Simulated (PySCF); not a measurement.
NMR data simulated for an unnamed compound:

$^{1}$H NMR (400 MHz, computed): δ 8.34 (m, 1H), 8.14 (m, 1H), 7.88 (m, 1H), 6.86 (m, 1H), 6.82 (m, 1H), 6.46 (m, 1H).

$^{13}$C{$^{1}$H} NMR (computed): δ 169.4 (C), 157.1 (CH), 154.4 (CH), 140.9 (CH2), 119.0 (CH), 118.9 (CH).

No relativistic terms, no solvent model, a single conformation. Shieldings: GIAO PBE0/pcSseg-1; structure optimised with GFN2-xTB; PySCF.

δ = σ(ref) − σ, references computed at the same level: TMS for $^{1}$H, $^{13}$C.

Question: Which of these does the molecule contain: an ester, a heteroaromatic ring, an S-methyl group, an amide, a non-aromatic C=C double bond, a vinyl group CH=CH2?

Answer: 
- An ester: no.
- A heteroaromatic ring: yes.
- An S-methyl group: no.
- An amide: no.
- A non-aromatic C=C double bond: yes.
- A vinyl group CH=CH2: yes (δC 140.9, 157.1; δH 6.46 (m), 6.82 (m), 8.14 (m)).

The data belong to `C=C/P=P/c1ccco1`, C6H6OP2; they needn't prove each group on their own.

Carbon signals by region: 1 in the far downfield region (above 160 ppm), 5 in the sp2 and nitrile region (100–160 ppm). Above 160 ppm: 169.4, substituted aromatic carbon next to the ring oxygen.

Splittings by $^{31}$P in the carbon and heteronuclear signals aren't shown, as no couplings were computed. Shifts are as computed. Against solution values, carbons near 30 ppm lie about +3 ppm off and those near 130 ppm about +5 ppm. Of 1211 compounds with measured shifts, 218 miss one by over three times the rms of a fit or turn the order of signals round; such compounds aren't used in these exercises. Multiplicities follow the n + 1 count of equivalent neighbours, as no J values were calculated; m marks all less simple cases, F and P coupling included.
